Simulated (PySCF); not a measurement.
# A ladder of Hamiltonians for Gd⁶²⁺ (gadolinium, charge +62)

Occupied: 1s1/2. Hartree-Fock calculated with PySCF 2.14 in an even-tempered Gaussian basis (16 s from 15 bohr⁻², ratio 2.7; 13 p from 17 bohr⁻², ratio 2.7), Gaussian nucleus throughout. NR is non-relativistic, sf-X2C the spin-free one-electron X2C Hamiltonian, X2C adds the bare one-electron spin-orbit term, X2C-SNSO screens it by Boettger's factors, DC is four-component Dirac-Coulomb, and the Gaunt and Breit terms are added at first order (total energies over the DC spinors, levels after relaxing the spinors in that mean field). QED terms are absent. Levels marked empty are virtual spinors of this ion.

| level (eV) | NR | sf-X2C | X2C | X2C-SNSO |
| --- | --- | --- | --- | --- |
| 1s1/2 | -54641.9 | -57908.5 | -57908.5 | -57908.5 |
| 2s1/2 (empty) | -13244.6 | -14239.6 | -14239.6 | -14239.6 |
| 2p1/2 (empty) | -13125.3 | -13528.3 | -14103.0 | -14092.8 |
| 2p3/2 (empty) | -13125.3 | -13528.3 | -13287.2 | -13290.8 |
| 3s1/2 (empty) | -5840.6 | -6190.9 | -6190.9 | -6190.9 |

Question: Where do the four-component calculations put these levels?

Answer: 1s1/2: DC -57958.0, DC+Gaunt -57858.3, DC+Breit -57858.3; 2s1/2 (empty): DC -14245.0, DC+Gaunt -14233.8, DC+Breit -14235.2; 2p1/2 (empty): DC -14089.9, DC+Gaunt -14066.6, DC+Breit -14069.9; 2p3/2 (empty): DC -13294.6, DC+Gaunt -13283.0, DC+Breit -13286.4; 3s1/2 (empty): DC -6192.5, DC+Gaunt -6189.3, DC+Breit -6189.7 (eV).

| Hamiltonian | E (hartree) | E − E(DC) (hartree) | CPU seconds |
| --- | --- | --- | --- |
| NR | -4055.8816 | 247.4087 | 0.2 |
| sf-X2C | -4301.4572 | 1.8331 | 0.12 |
| X2C | -4301.4572 | 1.8331 | 0.12 |
| X2C-SNSO | -4301.4572 | 1.8331 | 0.12 |
| DC | -4303.2903 | 0.0000 | 2 |
| DC+Gaunt | -4299.5994 | 3.6909 | 3.1 |
| DC+Breit | -4299.5994 | 3.6909 | 29 |

Weight of the small component: 1s1/2 0.0573, 2s1/2 0.0140, 2p1/2 0.0139, 2p3/2 0.0131, 3s1/2 0.00614.

Koopmans' value for the highest occupied level at DC+Breit: 57858.3 eV, against an ionisation energy of 57783.91 ± 0.08 eV (theoretical estimate listed by NIST; NIST Atomic Spectra Database, ionization energies); the former lacks relaxation, correlation, QED and recoil.

The whole ladder took 36 s of wall time on 1 thread of Neoverse-V2 (shared host), launched as `OMP_NUM_THREADS=1 python relrun2.py TASK.json OUT` (a driver that calls PySCF for each Hamiltonian).

Dirac-Coulomb iterations, started from the X2C spinors:

```
with_ssss True, with_gaunt False, with_breit False
light speed = 137.03599967994
init E= -4264.93372293395
cycle= 1 E= -4303.290180258  delta_E= -38.4  |g|= 1.73  |ddm|= 0.0606
cycle= 2 E= -4303.29031507662  delta_E= -0.000135  |g|= 0.00345  |ddm|= 0.000226
cycle= 3 E= -4303.2903150777  delta_E= -1.08e-09  |g|= 5.92e-06  |ddm|= 1.37e-06
```
